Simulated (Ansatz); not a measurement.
F₂H₄O₂Si₂, SMILES `O[Si](O)(F)[SiH2]F` from Hartree–Fock to CCSD(T)

```xyz
10

O     0.460   -1.848    0.023
Si    0.342   -0.338    0.624
O    -0.786   -0.198    1.797
F     1.693    0.064    1.364
Si   -0.029    1.091   -1.195
F    -1.585    0.960   -1.588
H     0.596   -2.586    0.622
H    -1.698   -0.386    1.569
H     0.780    0.734   -2.387
H     0.227    2.507   -0.828
```

The species carries charge 0 and has multiplicity 1. The structure was optimised at the PBE0-D4/def2-TZVP level. It is one conformer, not always the lowest. Frozen core, restricted reference, Ansatz. CBS rows extrapolate triple and quadruple zeta; past MP2 they add the triple-zeta difference.

| basis | HF (Eh) | MP2 corr. | CCSD corr. | (T) | CCSD(T) total |
| --- | --- | --- | --- | --- | --- |
| def2-TZVPP | -929.23202 | ? | -1.23493 | -0.03943 | ? |
| def2-QZVPP | -929.26803 | -1.31788 | – | – | – |
| CBS(def2) | ? | ? | ? | as TZ | ? |

Fill in the withheld values. (Best estimate.)

Computed: def2-TZVPP MP2 corr.: -1.20933; def2-TZVPP CCSD(T) total: -930.50638; CBS(def2) HF (Eh): -929.27299; CBS(def2) MP2 corr.: -1.39828; CBS(def2) CCSD corr.: -1.42388; CBS(def2) CCSD(T) total: -930.73630.
